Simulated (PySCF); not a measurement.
## input.py for Cs

The script input.py:

```python
from pyscf import gto, scf

mol = gto.M(
    atom='Cs 0 0 0',
    basis='def2-tzvpp',
    ecp={'Cs': 'def2-tzvpp'},
    charge=0,
    spin=1,
    symmetry=True,
    verbose=3,
)
mf = scf.UHF(mol)
mf.kernel()
mf.dip_moment()
print('orbital energies (hartree):', [e[max(0, n-3):n+3].round(4) for e, n in zip(mf.mo_energy, mol.nelec)])
```

```bash
$ python input.py
```

It prints:

```
converged SCF energy = -19.8551957110547  <S^2> = 0.75047026  2S+1 = 2.0004702
Dipole moment(X, Y, Z, Debye):  0.00000,  0.00000,  0.00000
orbital energies (hartree): [array([-0.6796, -0.6796, -0.1289,  0.0158,  0.0158,  0.0158]), array([-0.6781, -0.6781, -0.6781,  0.0088,  0.0387,  0.0387])]
```

In short: E(SCF) = -19.855196 Eh, ⟨S²⟩ = 0.750.

Wall time 0.57 s on one thread of a shared host.

No search for the lowest solution was made.
